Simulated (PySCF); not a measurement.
CH8ClNSi2, SMILES Cl[SiH2]N[SiH2]C. The structure is a stationary point at B3LYP-D3(BJ)/def2-SVP. The structure was generated by enumeration, and PubChem lists no compound with its InChIKey, so it may never have been made. The values are those of a single conformer.

Computed equilibrium geometry at B3LYP-D3(BJ)/def2-SVP (PySCF confirms it by a frequency run) as Cartesian coordinates in Å (one conformer of several):
```xyz
13

Si     1.1228     0.0210    -0.8114
Cl     1.5478     1.4193     0.6919
N      0.1077    -1.2542    -0.2504
Si    -1.5657    -1.1615     0.2872
C     -2.2104     0.5635    -0.0714
H      0.4642     0.7943    -1.8910
H      2.4128    -0.5648    -1.2540
H      0.6053    -2.1066     0.0011
H     -1.6535    -1.4598     1.7489
H     -2.3860    -2.1901    -0.4212
H     -3.2443     0.6653     0.2950
H     -1.5918     1.3240     0.4309
H     -2.2105     0.7758    -1.1521
```
Charge 0, spin multiplicity 1.
